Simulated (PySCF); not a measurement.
# UHF on Ba (barium, neutral)

Configuration: [Xe] 5d1 6s1, high-spin 3D determinant (an excited configuration). Calculation: PySCF 2.14, in aug-cc-pwCVTZ-X2C with one added diffuse shell each of s, p, d, f type (12s11p9d5f, 125 functions); the spin-free X2C one-electron Hamiltonian (Gaussian nucleus).

| Property | Result |
| --- | --- |
| Total energy | -8131.604793 hartree |
| One-electron energy | -11102.8212 hartree |
| Hartree (Coulomb) energy | 3168.2354 hartree |
| Exchange energy | -197.0190 hartree |
| ⟨S²⟩ | 2.0046 |
| ⟨L²⟩ | 6.030 |
| Sum of ⟨r⟩ | 43.50 bohr |
| Sum of ⟨r²⟩ | 94.53 bohr² |
| Traceless quadrupole moment −½Σ⟨3z² − r²⟩ along its main axis | 5.02 e·bohr² |
| Langevin diamagnetic susceptibility | -74.9 ×10⁻⁶ cm³/mol |

```json
{"shell": "1s α", "electrons": "1", "mean orbital energy (eV)": "-37620.7", "spread (eV)": "0", "rms radius, mean of both spins (bohr)": "0.0292"}
{"shell": "1s β", "electrons": "1", "mean orbital energy (eV)": "-37620.7", "spread (eV)": "0", "rms radius, mean of both spins (bohr)": "0.0292"}
{"shell": "2s α", "electrons": "1", "mean orbital energy (eV)": "-6051.3", "spread (eV)": "0", "rms radius, mean of both spins (bohr)": "0.119"}
{"shell": "2s β", "electrons": "1", "mean orbital energy (eV)": "-6051.3", "spread (eV)": "0", "rms radius, mean of both spins (bohr)": "0.119"}
{"shell": "2p α", "electrons": "3", "mean orbital energy (eV)": "-5424.2", "spread (eV)": "0.001", "rms radius, mean of both spins (bohr)": "0.106"}
{"shell": "2p β", "electrons": "3", "mean orbital energy (eV)": "-5424.2", "spread (eV)": "0.025", "rms radius, mean of both spins (bohr)": "0.106"}
{"shell": "3s α", "electrons": "1", "mean orbital energy (eV)": "-1321.7", "spread (eV)": "0", "rms radius, mean of both spins (bohr)": "0.311"}
{"shell": "3s β", "electrons": "1", "mean orbital energy (eV)": "-1321.6", "spread (eV)": "0", "rms radius, mean of both spins (bohr)": "0.311"}
{"shell": "3p α", "electrons": "3", "mean orbital energy (eV)": "-1115.2", "spread (eV)": "0.046", "rms radius, mean of both spins (bohr)": "0.311"}
{"shell": "3p β", "electrons": "3", "mean orbital energy (eV)": "-1115.2", "spread (eV)": "0.054", "rms radius, mean of both spins (bohr)": "0.311"}
{"shell": "3d α", "electrons": "5", "mean orbital energy (eV)": "-813.27", "spread (eV)": "0.085", "rms radius, mean of both spins (bohr)": "0.289"}
{"shell": "3d β", "electrons": "5", "mean orbital energy (eV)": "-813.24", "spread (eV)": "0.060", "rms radius, mean of both spins (bohr)": "0.289"}
{"shell": "4s α", "electrons": "1", "mean orbital energy (eV)": "-277.42", "spread (eV)": "0", "rms radius, mean of both spins (bohr)": "0.715"}
{"shell": "4s β", "electrons": "1", "mean orbital energy (eV)": "-277.34", "spread (eV)": "0", "rms radius, mean of both spins (bohr)": "0.715"}
{"shell": "4p α", "electrons": "3", "mean orbital energy (eV)": "-207.91", "spread (eV)": "0.076", "rms radius, mean of both spins (bohr)": "0.761"}
{"shell": "4p β", "electrons": "3", "mean orbital energy (eV)": "-207.86", "spread (eV)": "0.129", "rms radius, mean of both spins (bohr)": "0.761"}
{"shell": "4d α", "electrons": "5", "mean orbital energy (eV)": "-103.31", "spread (eV)": "0.203", "rms radius, mean of both spins (bohr)": "0.862"}
{"shell": "4d β", "electrons": "5", "mean orbital energy (eV)": "-103.24", "spread (eV)": "0.177", "rms radius, mean of both spins (bohr)": "0.862"}
{"shell": "5s α", "electrons": "1", "mean orbital energy (eV)": "-42.151", "spread (eV)": "0", "rms radius, mean of both spins (bohr)": "1.77"}
{"shell": "5s β", "electrons": "1", "mean orbital energy (eV)": "-41.739", "spread (eV)": "0", "rms radius, mean of both spins (bohr)": "1.77"}
{"shell": "5p α", "electrons": "3", "mean orbital energy (eV)": "-23.371", "spread (eV)": "0.259", "rms radius, mean of both spins (bohr)": "2.07"}
{"shell": "5p β", "electrons": "3", "mean orbital energy (eV)": "-22.732", "spread (eV)": "0.579", "rms radius, mean of both spins (bohr)": "2.07"}
{"shell": "6s α", "electrons": "1", "mean orbital energy (eV)": "-4.370", "spread (eV)": "0", "rms radius, mean of both spins (bohr)": "5.58"}
{"shell": "5d α", "electrons": "1", "mean orbital energy (eV)": "-3.861", "spread (eV)": "0", "rms radius, mean of both spins (bohr)": "4.23"}
```

Spin-orbit coupling, absent here, splits the open shell strongly.

Densities and radii are taken from the X2C orbitals without a picture-change correction, which distorts them close to the nucleus.

Spin-orbit constants ζ (cm⁻¹) from the X2C one-electron operator on these orbitals: bare nucleus, nucleus screened by l(l+1)(2l+1)/3 electrons, and screened by the Breit-Pauli mean field of the electrons.

| shell | bare | screened nucleus | mean field |
| --- | --- | --- | --- |
| 2p | 2016000 | 1944000 | n/a |
| 3p | 394700 | 380600 | n/a |
| 3d | 60770 | 49920 | n/a |
| 4p | 79410 | 76570 | n/a |
| 4d | 9844 | 8086 | n/a |
| 5p | 9678 | 9333 | n/a |
| 5d | 346.5 | 284.6 | n/a |

To first order the Landé constant is A = 142.3 cm⁻¹, so the lowest level has J = 1 and lies 0.0529 eV below the centre of the term. This holds in LS coupling only.
